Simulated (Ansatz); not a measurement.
`CN[SiH2][SeH]` + HCl → `CN[SiH2]Cl` + H₂Se at 600 K and 1 bar (ligand exchange at the Si–Se bond).

Isolated molecules relaxed with PBE0-D4/def2-TZVP in Ansatz; ΔE leaves out vibrations. CCSD(T)/CBS is the MP2 limit (def2-TZVPP, def2-QZVPP) plus CCSD(T) − MP2 in def2-TZVPP, frozen cores. This one scheme is used for every species. For Se outer-core shells are correlated without core-valence functions, which leaves a few kJ/mol of doubt a bond. Scalar relativity is left out up to krypton. Each species was taken in one conformer, which may not be the lowest.

```json
{"species": "`CN[SiH2][SeH]`", "CCSD(T)/CBS energy (Eh)": "-2786.79444", "H − E (kJ/mol)": "273.0", "S (J/(mol·K))": "449.5"}
{"species": "HCl", "CCSD(T)/CBS energy (Eh)": "-460.38127", "H − E (kJ/mol)": "35.4", "S (J/(mol·K))": "207.2"}
{"species": "`CN[SiH2]Cl`", "CCSD(T)/CBS energy (Eh)": "-845.29269", "H − E (kJ/mol)": "248.4", "S (J/(mol·K))": "411.7"}
{"species": "H₂Se", "CCSD(T)/CBS energy (Eh)": "-2401.89790", "H − E (kJ/mol)": "57.0", "S (J/(mol·K))": "244.8"}
```

H − E and S are ideal-gas, rigid-rotor, harmonic terms from PBE0-D4/def2-TZVP, for one conformer and one mirror image of each species. 1 Eh = 2625.50 kJ/mol, R = 8.31446 J/(mol·K).

**Question.** By hand: ΔE, ΔH, ΔS and ΔG.

**Answer.** ΔE = (-845.29269) + (-2401.89790) − (-2786.79444) − (-460.38127) = -0.01488 Eh = -39.1 kJ/mol. Δ(H − E) = 248.4 + 57.0 − 273.0 − 35.4 = -3.0, so ΔH = -42.1 kJ/mol. ΔS = 411.7 + 244.8 − 449.5 − 207.2 = -0.2 J/(mol·K). ΔG = -42.1 − 600 × (-0.2)/1000 = -42.0 kJ/mol.

**Question.** By hand: the equilibrium constant, and the temperature at which ΔG would vanish if ΔH and ΔS stayed fixed.

**Answer.** log₁₀ K = −ΔG/(RT ln 10) = 3.7. ΔG = 0 at ΔH/ΔS = 210500 K, far beyond where these terms or the molecules hold.

The number of gas molecules stays the same, so ΔS is small and ΔH decides. A doubt of 5 kJ/mol in ΔE shifts log₁₀ K by 0.4 here. Other conformers and mirror images would add mixing entropy, several J/(mol·K) or more a flexible species. These are equilibria of isolated gas molecules and say nothing of rates. Largest T1 diagnostic: 0.010 (customary marks: 0.02 for closed shells, 0.045 for open ones).
